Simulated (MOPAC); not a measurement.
Job for MOPAC: AM1 on BF (SMILES [B]F), 2S+1 = 1.

```
AM1 1SCF PRECISE CHARGE=0 THREADS=1
BF

B     -0.00000000 1    -0.00000000 1    -0.81316192 1
F      0.00000000 1     0.00000000 1     0.45175662 1
```

Program output:

```
*******************************************************************************
 **                                                                           **
 **                              MOPAC v23.2.5                                **
 **                                                                           **
 *******************************************************************************
 ** MOPAC's Digital Object Identifier: https://doi.org/10.5281/zenodo.6511958 **
 **                                                                           **
 ** Please cite the open-source release paper for use of this MOPAC version:  **
 ** J. E. Moussa and J. J. P. Stewart (2026)                                  **
 ** MOPAC: An open-source semiempirical molecular orbital program             **
 ** J. Open Source Softw., 11(119), 8025, https://doi.org/10.21105/joss.08025 **
 *******************************************************************************

                              AM1 CALCULATION RESULTS

 *******************************************************************************
 *  AM1        - The AM1 Hamiltonian to be used
 *
 *
 *
 *                 CHARGE ON SYSTEM = 0
 *
 *
 *
 *  PRECISE    - TIGHTER CRITERIA TO BE USED
 *  1SCF       - DO 1 SCF AND THEN STOP
 *  THREADS=1  - MULTI-THREADING NOT USED
 *  T=         - A TIME OF 172800.0 SECONDS REQUESTED
 *  DUMP=N     - RESTART FILE WRITTEN EVERY 7200.0 SECONDS REQUESTED
 *******************************************************************************
AM1 1SCF PRECISE CHARGE=0 THREADS=1
 BF

   ATOM   CHEMICAL          X               Y               Z
  NUMBER   SYMBOL      (ANGSTROMS)     (ANGSTROMS)     (ANGSTROMS)

     1       B         -0.00000000  *  -0.00000000  *  -0.81316192  *
     2       F          0.00000000  *   0.00000000  *   0.45175662  *



          CARTESIAN COORDINATES

    NO.       ATOM           X           Y           Z

     1         B         -0.0000     -0.0000     -0.8132
     2         F          0.0000      0.0000      0.4518

  B: (AM1): M.J.S. DEWAR ET AL, ORGANOMETALLICS, 7, 513-521 (1988)
  F: (AM1): M.J.S. DEWAR AND E. G. ZOEBISCH, THEOCHEM, 180, 1 (1988).

           Empirical Formula: B F  =     2 atoms



      MOLECULAR POINT GROUP   :   C*v


      RHF CALCULATION, NO. OF DOUBLY OCCUPIED LEVELS = 5


 -------------------------------------------------------------------------------
 AM1 1SCF PRECISE CHARGE=0 THREADS=1
 BF



     1SCF WAS SPECIFIED, SO BFGS WAS NOT USED
     SCF FIELD WAS ACHIEVED


                              AM1 CALCULATION
                                                       MOPAC v23.2.5 Linux




          FINAL HEAT OF FORMATION =        -56.36180 KCAL/MOL =    -235.81778 KJ/MOL


          COSMO AREA              =         60.90 SQUARE ANGSTROMS
          COSMO VOLUME            =         43.42 CUBIC ANGSTROMS

          IONIZATION POTENTIAL    =         11.453931 EV
          HOMO LUMO ENERGIES (EV) =        -11.454  2.634
          NO. OF FILLED LEVELS    =          5
          MOLECULAR WEIGHT        =         29.8084         POINT GROUP:  C*v

          MOLECULAR DIMENSIONS (Angstroms)

            Atom       Atom       Distance
            F     2    B     1     1.26492
            F     2    B     1     0.00000
            B     1    F     2     0.00000


          SCF CALCULATIONS        =          1





   ATOM   CHEMICAL          X               Y               Z
  NUMBER   SYMBOL      (ANGSTROMS)     (ANGSTROMS)     (ANGSTROMS)

     1       B         -0.00000000  *  -0.00000000  *  -0.81316192  *
     2       F          0.00000000  *   0.00000000  *   0.45175662  *

                             CARTESIAN COORDINATES

   1    B       -0.000000000    -0.000000000    -0.813161920
   2    F        0.000000000     0.000000000     0.451756620


           Empirical Formula: B F  =     2 atoms



      MOLECULAR POINT GROUP   :   C*v


                  EIGENVALUES
 -51.29132 -20.21085 -16.23716 -16.23716 -11.45393   2.63379   2.63379   6.96921


              NET ATOMIC CHARGES AND DIPOLE CONTRIBUTIONS

  ATOM NO.   TYPE          CHARGE      No. of ELECS.   s-Pop       p-Pop
    1          B           0.163341        2.8367     1.90281     0.93385
    2          F          -0.163341        7.1633     1.86075     5.30259
 DIPOLE           X         Y         Z       TOTAL
 POINT-CHG.     0.000     0.000    -0.992     0.992
 HYBRID        -0.000    -0.000     1.273     1.273
 SUM           -0.000    -0.000     0.280     0.280


          ATOMIC ORBITAL ELECTRON POPULATIONS

     Atom    s        px        py        pz
    1  B   1.90281   0.18227   0.18227   0.56932
    2  F   1.86075   1.81773   1.81773   1.66713

 **********************
 *                    *
 * JOB ENDED NORMALLY *
 *                    *
 **********************




 == MOPAC DONE ==
```

The run finished.

Cost: very roughly 0.03 core-seconds.
